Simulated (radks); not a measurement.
The numbers below are computed, except where a source is named.
Q: The mean radii <r> (bohr) of the occupied orbitals of an atom or ion are listed with their occupations. Level of theory: Dirac Kohn-Sham, exchange-only LDA, spin-unpolarised, spherical densities, point nucleus (a radial shooting solver on a logarithmic mesh with Libxc functionals).

| orbital | occ. | <r> |
|---|---|---|
| 1s1/2 | 2 | 0.09716 |
| 2s1/2 | 2 | 0.4810 |
| 2p1/2 | 2 | 0.4420 |
| 2p3/2 | 4 | 0.4443 |
| 3s1/2 | 2 | 1.643 |
| 3p1/2 | 1 | 1.909 |
| 3p3/2 | 2 | 1.916 |

Name the element and its charge. Open shells, if any, are shared by 2j + 1.

A: Z = 16, sulfur, charge +1: S+ in [Ne] 3s2 3p3. The 1s radius gives Z: for a bare nucleus <r> = (2 gamma + 1)/(2Z) with gamma = sqrt(1 - (Z/c)^2), 0.09332 bohr for Z = 16, and screening makes it slightly larger (0.09716 here). The occupations add up to 15, and the charge is Z minus that.
